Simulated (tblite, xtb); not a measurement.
I3Sn, doublet, at a GFN2-xTB geometry (such geometries of metal compounds can be far from the true shape) (the spin is typed, not shown lowest). Base run: GFN1-xTB (xtb 6.7.1).

xtb was given this input:
```
$ xtb mol.xyz --gfn 1 --uhf 1 --json

# file mol.xyz
4

Sn     0.19653030     0.57148953     0.38176177
I      2.43186578    -0.56487896    -0.82720222
I     -0.99716560    -1.30886706     2.05179207
I     -1.62010612     1.33460495    -1.58474247
```

Programs used: tblite, xtb; a row that names a program was run with it.

The base run was repeated with changes; each row names its change, and settings that it needs were set with it.

```
change                                                     ΔE vs base (kcal/mol)  dipole (D)  SCF cycles
---------------------------------------------------------  ---------------------  ----------  ----------
base                                                                       0.000        2.47          10
program = tblite; method = gfn1; option = (--alpb, water)                  -3.55           -           -
acc = 0.0001                                                               0.000        2.47          13
program = tblite; method = gfn1; option = (--etemp, 2000)                  -1.38           -           -
etemp = 3000                                                               -4.44        2.28          11
acc = 0.1                                                                  0.000        2.47          11
acc = 30                                                                   0.000        2.47           8
alpb = cs2                                                                -10.30        2.50           9
etemp = 1000                                                              -0.066        2.46          10
```

ALPB and GBSA are two models with their own fitted parameters for each solvent, which aren't always the measured dielectric constant.
